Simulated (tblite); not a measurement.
C₃H₈SSi.
Geometry (GFN2-xTB, Å), atoms numbered from 1 in this order:
```
atom  x, y, z in Å
S1     2.554   -1.216   -0.415
Si2    0.879   -0.263    0.554
C3    -0.826   -1.020    0.182
C4    -1.359    0.363   -0.241
C5    -0.032    1.137   -0.373
H6     3.437   -0.287   -0.083
H7     1.248   -0.028    1.948
H8    -1.374   -1.472    1.004
H9    -0.826   -1.729   -0.644
H10   -1.975    0.793    0.548
H11   -1.945    0.344   -1.158
H12    0.267    1.250   -1.413
H13   -0.052    2.129    0.072
```

Level: GFN2-xTB in tblite, geometry and Hessian alike; calculated harmonic values, unscaled, isolated species. This tight-binding method is rough: wavenumbers can miss measured ones by several per cent, in bad cases by 10 to 20. Modes of hydrogen on silicon and sulfur can be 10 to 20 % off. One conformer, not necessarily the lowest.

Harmonic wavenumbers (cm⁻¹): 79.5, 87.6, 137.8, 177.3, 415.3, 530.1, 566.1, 648.1, 673.9, 686.5, 718.7, 734.4, 833.7, 883.0, 989.0, 997.6, 1047.7, 1161.0, 1182.9, 1208.8, 1223.6, 1288.1, 1464.9, 1465.8, 1499.7, 2266.9, 2471.7, 2986.5, 3000.6, 3006.2, 3011.3, 3018.8, 3025.5.

A = 7017, B = 1811, C = 1668 MHz; mass 104.012 u (most abundant isotopes); point group C1, symmetry number 1.

Task: Zero-point energy?

Result: Half the sum of the wavenumbers: 21744 cm⁻¹ = 260.12 kJ/mol.

Task: Entropy at 400 K, 1 bar (ideal gas, RRHO, classical rotation)?

Result: Translation 172.89, rotation 117.13, vibration 99.74: S = 389.8 J/(mol K).

Task: And Cp and H(400 K) − H(0)?

Result: Cp = 141.79 J/(mol K), of which vibrations give 108.53 (their classical limit is 33 R = 274.4); H(400 K) − H(0) = 34.45 kJ/mol without the zero-point energy, 21.15 from vibrations.

Task: How do the functions run with temperature in this model?

Result: 
```
 T (K)  S (J/(mol K))  Cp (J/(mol K))  H − H(0) (kJ/mol)  G − H(0) (kJ/mol)  ln q(vib)
    50          227.5            47.7               1.91              -9.47       0.22
   100          265.0            60.4               4.65             -21.86       0.95
298.15          352.4           113.2              21.43             -83.63       4.03
373.15          380.2           134.7              30.74            -111.11       5.21
   500          424.0           165.0              49.83            -162.16       7.23
   750          499.3           206.3              96.64            -277.86      11.16
  1000          562.7           233.5             151.84            -410.82      14.86
```

q(vib) and H(0) count from the zero-point level.

Task: Blend soft modes into free rotors: weight 1/[1 + (100 cm⁻¹/ν̃)⁴] for the oscillator and the rest for a rotor with moment μB/(μ + B), μ = h/(8π²ν), B = 10⁻⁴⁴ kg m². What vibrational entropy results?

Result: 93.13 J/(mol K) in place of 99.74, which changes −T·S at 400 K by +2.64 kJ/mol.

Task: What must be added to the electronic energy to get the Gibbs energy at 400 K and 1 bar?

Result: ZPE + [H(400 K) − H(0)] − T·S = 260.12 + 34.45 − 155.90 = 138.67 kJ/mol.

Task: Which modes carry the vibrational entropy at 400 K?

Result: 79.5 cm⁻¹: 18.75; 87.6 cm⁻¹: 17.95; 137.8 cm⁻¹: 14.23; 177.3 cm⁻¹: 12.19; 415.3 cm⁻¹: 5.71; 530.1 cm⁻¹: 4.10 J/(mol K); the other 27 give 26.79 together.

Hindered rotation and anharmonicity are outside this model. Other conformers, if any are populated, would add a mixing term that is left out. The structure is chiral; the term R ln 2 for an equal mix with its mirror image is left out.
